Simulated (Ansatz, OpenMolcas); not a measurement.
## From Ansatz to OpenMolcas

This Ansatz 0.2.0 job computes SiF3 (trifluorosilyl):

molecule.yaml:
```yaml
crystal:
  periodic: [false, false, false]
  atoms:
    - symbol: F
      position_ang: [0.784850, -0.507040, 1.151700]
    - symbol: Si
      position_ang: [-0.282750, 0.213060, 0.234280]
    - symbol: F
      position_ang: [-0.994260, -0.892250, -0.644340]
    - symbol: F
      position_ang: [0.492160, 1.186230, -0.741640]
basis:
  gaussian: {orbitals: STO-3G}
magnetization: {spin_polarized: true, initial_magnetization: 1}
hamiltonian: {xc: hf}
accuracy: high
```

```bash
$ ansatz run molecule.yaml --threads 1 --pin off --max-ram 3480MiB --events-out events.jsonl --progress --plain --runs-dir runs
```

Geometry: relaxed at PBE0-D4/def2-TZVP.

It gives a total energy of -579.725493 Eh.

Task: How is this level of theory, on these atoms, set up in OpenMolcas 26.06 as an input file of the program's own, asking for the gradient?

Result: This input was run:

coord.xyz:
```
4

F      0.784850    -0.507040     1.151700
Si    -0.282750     0.213060     0.234280
F     -0.994260    -0.892250    -0.644340
F      0.492160     1.186230    -0.741640
```

mol.inp:
```
>>> EXPORT MOLCAS_PRINT=2

&GATEWAY
  BASLIB = $CurrDir
  COORD = coord.xyz
  BASIS = STO-3G
  GROUP = NoSym

&SEWARD

&SCF
  UHF
  SPIN = 2
  THRESHOLDS = 1e-10 1e-07 1e-07 1e-05
  PRORBITALS = 0

&ALASKA
```

```bash
$ export MOLCAS_MEM=1860
$ pymolcas mol.inp > mol.log
```

(Basis files named in the input come from the Basis Set Exchange and aren't shown.)

Its energy is -579.725493 Eh, 0.000 mEh from the first.
